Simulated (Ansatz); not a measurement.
Reaction (formal exchange of groups at the Si–Si bond): `N[SiH2][SiH](F)S` + GeH₄ → `F[SiH](S)[GeH3]` + `N[SiH3]`

Isolated molecules relaxed with PBE0-D4/def2-TZVP in Ansatz; ΔE leaves out vibrations. CCSD(T)/CBS adds triple-zeta CCSD(T) − MP2 to the extrapolated MP2 energy (def2 sets, frozen cores). This one scheme is used for every species. DFT in def2-TZVPP. B3LYP here is the variant with VWN-RPA as its local correlation; programs differ in this. For Ge outer-core shells are correlated without core-valence functions, which leaves a few kJ/mol of doubt a bond. Scalar relativity is left out up to krypton. One conformer a species, not always the lowest.

`N[SiH2][SiH](F)S`:

```xyz
11

N     1.053   -0.851    1.010
Si    0.636    0.754    0.509
Si   -0.934    0.474   -1.208
F    -0.169    0.046   -2.558
S    -2.240   -1.052   -0.527
H     1.347   -0.996    1.964
H     1.593   -1.433    0.388
H    -0.016    1.411    1.672
H     1.783    1.605    0.073
H    -1.778    1.640   -1.567
H    -1.275   -1.598    0.243
```

GeH₄:

Z-matrix (Å, degrees):
```
Ge
H 1 1.534
H 1 1.534 2 109.5
H 1 1.534 2 109.5 3 -120.0
H 1 1.534 2 109.5 3 120.0
```

`F[SiH](S)[GeH3]`:

```xyz
9

F    -0.731    1.938    0.881
Si   -0.820    0.710   -0.146
S    -2.294   -0.698    0.445
Ge    1.326   -0.305   -0.271
H    -1.319    1.245   -1.435
H    -1.542   -1.257    1.408
H     1.600   -1.064    1.038
H     2.433    0.739   -0.484
H     1.346   -1.307   -1.436
```

`N[SiH3]`:

Z-matrix (Å, degrees):
```
Si
N 1 1.720
H 1 1.486 2 107.9
H 1 1.494 2 116.0 3 -120.3
H 1 1.486 2 107.9 3 119.4
H 2 1.007 1 119.6 3 -168.6
H 2 1.007 1 119.6 3 49.2
```

| level | ΔE (kJ/mol) |
| --- | --- |
| PBE0-D4 | -9.9 |
| B2PLYP | -17.7 |
| B3LYP | -18.1 |
| HF/def2-TZVPP | -23.2 |
| MP2/def2-TZVPP | -18.1 |
| SCS-MP2/def2-TZVPP | -19.3 |
| SCS-MP2/def2-QZVPP | -19.4 |
| HF/CBS(def2) | -23.4 |

Problem. What does CCSD(T)/CBS give? (Estimate.)

Solution. Computed: -16.8 kJ/mol. The listed levels differ from it by 6.9, -0.9, -1.3, -6.4, -1.3, -2.5, -2.6, -6.6 kJ/mol.

Largest T1 diagnostic among the species: 0.012.

The D4 term adds +5.2 kJ/mol with B3LYP and +3.0 kJ/mol with PBE0; it sums over pairs of atoms, weighted by their polarisabilities, and B3LYP, whose exchange is more repulsive, gets the larger term. In def2-TZVPP, CCSD(T) changes the Hartree–Fock value by +7.3 kJ/mol (the triples alone add +1.8 kJ/mol) and MP2 by +5.1 kJ/mol.
